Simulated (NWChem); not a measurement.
System: GeHSF$_{3}$; SMILES [F][Ge]([F])([F])[SH]

Input file for NWChem:

```
start job
memory heap 200 mb stack 900 mb global 1100 mb
geometry units angstroms noautoz
  F      0.653364     0.949246    -1.433353
  Ge     0.003184     0.269148    -0.000952
  F      0.978312     0.906712     1.256141
  F     -1.568067     0.918342     0.185949
  S     -0.087381    -1.900730    -0.005374
  H      1.262734    -1.992851    -0.022945
end
basis spherical
  * library def2-svp
end
dft
  xc m06-l
  grid coarse
  iterations 150
  mulliken
end
task dft gradient
```

Output (shortened):

```
             Northwest Computational Chemistry Package (NWChem) 7.3.0
             --------------------------------------------------------

 C1  symmetry detected

                             Geometry "geometry" -> ""
                             -------------------------

 Output coordinates in angstroms (scale by  1.889725989 to convert to a.u.)

  No.       Tag          Charge          X              Y              Z
 ---- ---------------- ---------- -------------- -------------- --------------
    1 F                    9.0000     0.59911022     0.96835923    -1.43008136
    2 Ge                  32.0000    -0.01451214     0.25327324     0.00140722
    3 F                    9.0000     0.93970979     0.92370954     1.25744104
    4 F                    9.0000    -1.61052834     0.83504458     0.20012548
    5 S                   16.0000    -0.01428891    -1.91843075    -0.01573504
    6 H                    1.0000     1.33838599    -1.95387159    -0.04063699

 Effective nuclear repulsion energy (a.u.)     526.1058012078

                                 NWChem DFT Module
                                 -----------------

 Summary of "ao basis" -> "ao basis" (spherical)
 ------------------------------------------------------------------------------
       Tag                 Description            Shells   Functions and Types
 ---------------- ------------------------------  ------  ---------------------
 F                          def2-svp                 6       14   3s2p1d
 Ge                         def2-svp                12       32   5s4p3d
 S                          def2-svp                 8       18   4s3p1d
 H                          def2-svp                 3        5   2s1p

            General Information
            -------------------
          SCF calculation type: DFT
          Wavefunction type:  closed shell.
          No. of atoms     :     6
          No. of electrons :    76
           Alpha electrons :    38
            Beta electrons :    38
          Charge           :     0
          Spin multiplicity:     1
          Use of symmetry is: off; symmetry adaption is: off
          Maximum number of iterations: 150
          AO basis - number of functions:    97
                     number of shells:    41
          Convergence on energy requested:  1.00D-06
          Convergence on density requested:  1.00D-05
          Convergence on gradient requested:  5.00D-04

              XC Information
              --------------
                        M06-L Method XC Functional
                         M06-L Exchange Functional  1.000
                       M06-L Correlation Potential  1.000

             Grid Information
             ----------------
          Grid used for XC integration:  coarse
          Radial quadrature: Mura-Knowles
          Angular quadrature: Lebedev.
          Tag              B.-S. Rad. Rad. Pts. Rad. Cut. Ang. Pts.
          ---              ---------- --------- --------- ---------
          F                   0.50       35          10.0       302
          Ge                  1.25       95           8.0       302
          S                   1.00       70           8.0       302
          H                   0.35       35           9.0       302
          Grid pruning is: on
          Number of quadrature shells:   305
          Spatial weights used:  Erf1

      Superposition of Atomic Density Guess
      -------------------------------------

 Sum of atomic energies:       -2770.76762192

      Non-variational initial energy
      ------------------------------

 Total energy =   -2771.398425
 1-e energy   =   -4912.212187
 2-e energy   =    1614.707962
 HOMO         =      -0.331093
 LUMO         =      -0.010760

     ---------------------------------------------
      Total Density - Mulliken Population Analysis
     ---------------------------------------------

    Atom       Charge   Shell Charges
 -----------   ------   -------------------------------------------------------
    1 F    9     9.63   1.99  1.15  0.80  3.51  2.19  0.00
    2 Ge  32    30.00   2.00  2.00  2.00  0.77  0.09  6.00  5.98  0.65  0.32  8.16  1.81  0.25
    3 F    9     9.63   1.99  1.15  0.80  3.51  2.19  0.00
    4 F    9     9.63   1.99  1.15  0.80  3.51  2.18  0.00
    5 S   16    16.32   2.00  1.99  1.20  0.64  5.94  1.74  2.78  0.03
    6 H    1     0.78   0.57  0.18  0.03

   convergence    iter        energy       DeltaE   RMS-Dens  Diis-err
 ---------------- ----- ----------------- --------- --------- ---------
 d= 0,ls=0.0,diis     1  -2774.6093210808 -3.30D+03  2.35D-02  1.19D+00
 d= 0,ls=0.0,diis     2  -2774.3352901169  2.74D-01  1.35D-02  4.59D+00
 d= 0,ls=0.0,diis     3  -2774.7513192737 -4.16D-01  1.67D-03  2.56D-02
 d= 0,ls=0.0,diis     4  -2774.7530577743 -1.74D-03  9.24D-04  4.46D-03
 d= 0,ls=0.0,diis     5  -2774.7525042378  5.54D-04  3.87D-04  1.01D-03
  Resetting Diis
 d= 0,ls=0.0,diis     6  -2774.7526797666 -1.76D-04  1.34D-04  4.79D-05
 d= 0,ls=0.0,diis     7  -2774.7526891105 -9.34D-06  7.27D-05  8.94D-06
 d= 0,ls=0.0,diis     8  -2774.7526898898 -7.79D-07  2.55D-05  9.21D-06
 d= 0,ls=0.0,diis     9  -2774.7526906662 -7.76D-07  7.87D-06  1.15D-06

         Total DFT energy =    -2774.752690666154
      One electron energy =    -4910.883627429907
           Coulomb energy =     1746.647346391718
    Exchange-Corr. energy =     -136.622210835759
 Nuclear repulsion energy =      526.105801207795

 Numeric. integr. density =       76.000161928145

                       DFT Final Molecular Orbital Analysis
                       ------------------------------------

 Vector   36  Occ=2.000000D+00  E=-3.731658D-01
              MO Center=  1.7D-01,  9.1D-01, -7.3D-02, r^2= 2.9D+00
   Bfn.  Coefficient  Atom+Function         Bfn.  Coefficient  Atom+Function
  ----- ------------  ---------------      ----- ------------  ---------------
     4      0.367057  1 F  px                66     -0.333351  4 F  pz
    52      0.285003  3 F  pz                50     -0.276941  3 F  px
     7     -0.264869  1 F  px                69      0.243109  4 F  pz
     6      0.208707  1 F  pz                55     -0.205972  3 F  pz
    53      0.200603  3 F  px                 9     -0.150237  1 F  pz

 Vector   37  Occ=2.000000D+00  E=-3.531749D-01
              MO Center=  8.0D-02, -8.3D-01, -6.3D-03, r^2= 3.9D+00
   Bfn.  Coefficient  Atom+Function         Bfn.  Coefficient  Atom+Function
  ----- ------------  ---------------      ----- ------------  ---------------
    86      0.401429  5 S  py                83      0.315487  5 S  py
    51     -0.265193  3 F  py                 5     -0.257520  1 F  py
    54      0.182844  3 F  py                80      0.180263  5 S  py
    65     -0.179003  4 F  py                 8      0.176452  1 F  py
    77     -0.170758  5 S  s                 27     -0.164917  2 Ge py

 Vector   38  Occ=2.000000D+00  E=-2.861864D-01
              MO Center=  2.4D-02, -1.7D+00, -1.9D-02, r^2= 1.8D+00
   Bfn.  Coefficient  Atom+Function         Bfn.  Coefficient  Atom+Function
  ----- ------------  ---------------      ----- ------------  ---------------
    87      0.625716  5 S  pz                84      0.448351  5 S  pz
    81      0.253960  5 S  pz                 5      0.090476  1 F  py
    51     -0.081653  3 F  py                 8     -0.069933  1 F  py
    54      0.063420  3 F  py                43     -0.056641  2 Ge d -1
    31      0.054724  2 Ge pz                28      0.049996  2 Ge pz

 Vector   39  Occ=0.000000D+00  E=-7.725292D-02
              MO Center=  6.3D-02, -3.8D-01, -1.0D-02, r^2= 3.4D+00
   Bfn.  Coefficient  Atom+Function         Bfn.  Coefficient  Atom+Function
  ----- ------------  ---------------      ----- ------------  ---------------
    18      0.906001  2 Ge s                 86     -0.574442  5 S  py
    19      0.553979  2 Ge s                 17     -0.448584  2 Ge s
    83     -0.276613  5 S  py                 3     -0.206320  1 F  s
    49     -0.206397  3 F  s                 64      0.193024  4 F  px
    77     -0.190200  5 S  s                  6      0.187073  1 F  pz

 Vector   40  Occ=0.000000D+00  E=-2.666421D-02
              MO Center=  6.1D-01, -1.6D+00, -3.4D-02, r^2= 3.3D+00
   Bfn.  Coefficient  Atom+Function         Bfn.  Coefficient  Atom+Function
  ----- ------------  ---------------      ----- ------------  ---------------
    94      1.062492  6 H  s                 85     -0.736160  5 S  px
    78     -0.672090  5 S  s                 93      0.416905  6 H  s
    19      0.288534  2 Ge s                 29     -0.286083  2 Ge px
    77     -0.233472  5 S  s                 82     -0.231250  5 S  px
    63     -0.185049  4 F  s                 26     -0.168266  2 Ge px

[...]

                         DFT ENERGY GRADIENTS

    atom               coordinates                        gradient
                 x          y          z           x          y          z
   1 F       1.132154   1.829934  -2.702462   -0.002403  -0.002741   0.005435
   2 Ge     -0.027424   0.478617   0.002659    0.000467   0.004560   0.000085
   3 F       1.775794   1.745558   2.376219   -0.003832  -0.002552  -0.004798
   4 F      -3.043457   1.578005   0.378182    0.005851  -0.001990  -0.000712
   5 S      -0.027002  -3.625308  -0.029735   -0.003525   0.002710  -0.000005
   6 H       2.529183  -3.692282  -0.076793    0.003443   0.000013  -0.000006
```

Level: M06-L/def2-SVP. Geometry: optimised at PBE0/def2-SVP.
